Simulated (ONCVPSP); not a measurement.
What one change does to a pseudopotential (antimony (Sb), ONCV)

antimony (Sb), optimised norm-conserving Vanderbilt (ONCV), made with ONCVPSP 4.0.1 (LDA (Perdew-Wang 92), scalar-relativistic). Core [Kr] 4d10, reference 5s2 5p3. Waves: 5s: rc 1.95 bohr, ncon 4, nbas 8, qcut 3.3 1/bohr, local; 5p: rc 2.15 bohr, ncon 4, nbas 7, qcut 3.6 1/bohr, 1 projector. Local part: the s channel. Core correction: none.

Change: all radii scaled by about 1.30 (s 2.54, p 2.80 bohr).

Cutoffs: the cutoffs (Ha) at which the residual kinetic energy of the hardest occupied pseudo-wave falls to 1 and 0.1 mHa per electron; they do not see the model core or the augmentation charge, which bear on the density cutoff. Errors are all-electron minus pseudo energies relative to the spin-unpolarised reference configuration.

Problem. Predict the effect on cutoff, ghosts and configuration errors.

Solution. The potential gets softer (12 Ha and 41 Ha → 5.2 Ha and 20 Ha); of the 4 tests that both files solve, the error grows in 3 and shrinks in 1 by more than 15 % and 0.3 meV (median size 22.9 → 25.0 meV); neither file shows a bound ghost. A larger radius leaves more room for a smooth pseudo-wave, so fewer plane waves are needed.

| quantity | base | changed |
| --- | --- | --- |
| cutoff, loose | 12 Ha | 5.2 Ha |
| cutoff, tight | 41 Ha | 20 Ha |
| loose cutoff by channel | s 12 Ha, p 6.3 Ha | s 5.2 Ha, p 4.2 Ha |
| bound ghosts | none | none |
| GHOST(+) flags under 300 eV | none | none |
| error for 5s2 5p2, meV [ΔE 8.51 eV] | +3.4 | +6.1 |
| error for 5s2 5p1, meV [ΔE 24.76 eV] | +30 | +41 |
| error for 5s2 5p0, meV [ΔE 49.54 eV] | +122 | +143 |
| error for 5s1 5p3, meV [ΔE 17.34 eV] | +16 | +8.9 |
